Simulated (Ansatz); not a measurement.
The molecule SiO+, multiplicity 2 (lowest of 2S+1 = 2, 4 at CCSD(T)/def2-TZVPP on PBE0 minima; our sources give no spin for the ground state, which may be another).

Constants: fifth-degree fit in 1/R to seven points, most abundant isotopes. Runs in def2 and cc sets follow the lowest solution found near the PBE0 minimum.

Programs: Ansatz (Gaussian orbitals). Values without a source in brackets are computed.

```tsv
level	r_e (Å)	ω_e (cm⁻¹)	B_e (cm⁻¹)	ω_e x_e (cm⁻¹)
B97M-V/def2-TZVPP	1.642	940	0.614	5.0
B3LYP/def2-TZVPP	1.650	922	0.608	5.0
PBE0/def2-TZVPP	1.644	939	0.613	4.7
BHLYP/def2-TZVPP	1.628	978	0.625	4.8
CAM-B3LYP/def2-TZVPP	1.639	952	0.617	4.7
wB97X-V/def2-TZVPP	1.643	954	0.614	4.5
wB97M-V/def2-TZVPP	1.644	947	0.613	4.5
B2PLYP/def2-TZVPP	1.648	929	0.610	4.9
CCSD/aug-cc-pV(T+d)Z	1.641	950	0.615	4.8
CCSD/def2-TZVPP	1.640	961	0.616	4.8
CCSD/def2-QZVPP	1.635	962	0.619	4.8
CCSD(T)/aug-cc-pV(T+d)Z	1.649	926	0.609	5.0
CCSD(T)/def2-TZVPP	1.647	938	0.610	4.9
CCSD(T)/def2-QZVPP	1.643	939	0.614	5.0
CCSD(T)/CBS(def2-TZVPP, def2-QZVPP)	1.641	942	0.615	5.0
```

Frozen-core correlation. CBS(a, b) extrapolates the correlation energy as X⁻³ and adds the Hartree–Fock energy of set b.

Ansatz is a first-principles code.
